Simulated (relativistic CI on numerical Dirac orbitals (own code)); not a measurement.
One change at a time: Sn5+

Base calculation: Dirac-Coulomb-Breit CI, orbitals from a KLI potential per configuration, QED by a radiative potential, valence Slater integrals scaled by 0.85, P86 correlation energy added to each configuration.

Configurations in the expansion (outside the closed core [Ar] 3d10): 4s2 4p6 4d9, 4s2 4p6 4d8 5s, 4s2 4p6 4d8 4f, 4s2 4p6 4d8 5p, 4s2 4p5 4d10, 4s2 4p6 4d8 5d, 4s2 4p6 4d8 6s, 4s2 4p6 4d8 6p, 4s2 4p6 4d8 5f, 4s2 4p6 4d8 6d, 4s2 4p6 4d7 5s 5p, 4s 4p6 4d10, 4s2 4p6 4d8 7s, 4s2 4p6 4d8 5g, 4s2 4p6 4d8 7p, 4s2 4p6 4d8 6f, 4s2 4p5 4d9 4f, 4s2 4p6 4d7 4f 5s, 4s2 4p6 4d7 5p 5d, 4s2 4p5 4d9 5s, 4s 4p6 4d9 4f, 4s2 4p6 4d7 5s2, 4s2 4p6 4d6 4f 5s2, 4s2 4p6 4d6 5s2 5p, 4s2 4p6 4d6 5s2 5d, 4s2 4p6 4d6 5s2 6s. Double excitations out of closed p, d and f shells are left out; levels of such configurations are missing from the list, as are those of other unlisted configurations, and high levels can miss mixing partners.

Variants: (1) self-excluded LDA correlation estimate; (2) no correlation estimate; (3) QED terms removed; (4) Breit term removed. Shifts of the energy above 4s2 4p6 4d9 2D_5/2, in cm⁻¹, for the lowest level and the first level of each name with at least 55 % of one term (blank where a level changes its place among those of its configuration and J or its character, or is not in the variant):

```tsv
Level	Base	Δ(1)	Δ(2)	Δ(3)	Δ(4)	Measured
4s2 4p6 4d9 2D_5/2	0.0	0.0	0.0	0.0	0.0	0.0
4s2 4p6 4d9 2D_3/2	8570.8	+0.2	+0.9	-26.1	+294.1	8715.0
4s2 4p6 4d8 5s 4F_9/2	228530.1	-918.6	-6219.5	-297.6	-278.8	217873.0
4s2 4p6 4d8 5s 4F_7/2	232556.2	-917.9	-6219.8	-303.1	-205.8	221943.1
4s2 4p6 4d8 5s 4F_5/2	237110.8	-918.5	-6219.6	-320.1	-46.2	226585.5
4s2 4p6 4d8 5s 4F_3/2	238699.4	-918.3	-6219.7	-317.6	-84.3	228086.9
4s2 4p6 4d8 5s 2F_7/2	240671.1	-915.9	-6220.7	-307.7	-93.0	230069.5
4s2 4p6 4d8 5s 4P_1/2	251954.9	-915.2	-6223.0	-316.8	-120.3	240213.8
4s2 4p6 4d8 5s 2D_5/2	257394.9	-916.7	-6220.9	-338.2		246529.8
4s2 4p6 4d8 5s 2G_9/2	259265.4	-916.2	-6221.8	-315.7	-24.7	248698.8
4s2 4p6 4d8 5s 2G_7/2	259458.9	-916.1	-6221.9	-316.1	-23.2	248907.0
4s2 4p6 4d8 5s 2P_1/2	260734.9	-914.4	-6223.1	-311.0	-89.4	248997.6
4s2 4p6 4d8 5s 2P_3/2	260811.5	-915.2	-6222.3	-322.6	+63.2	249381.2
4s2 4p6 4d8 5s 2S_1/2	293909.4	-913.2	-6224.7	-325.6	-7.4	283847.9
```

At this charge configurations can still be misplaced by up to about 7 % of their energy. 35 of the 69 excited levels that our extract of the measured tables holds in this range could be paired (the sources list more); they are missed by 8094 cm⁻¹ on average and 11741 at most, and levels without a partner can miss by more.

Measured levels: Moore, Atomic Energy Levels, vol. III, NSRDS-NBS 35 (1971 reprint of NBS Circular 467, 1958); Atoms 5, 47 (2017), spectrum Sn VI.

Ionisation energy from the two ground configurations alone: base 94.91 eV; self-excluded LDA correlation estimate 95.3 eV; no correlation estimate 93.39 eV. The NIST ASD value (theoretical) is 94 eV.

LS names give the leading component of a level, which can be under half, so a name can repeat, a term be missing and a line seem to break the LS rules.
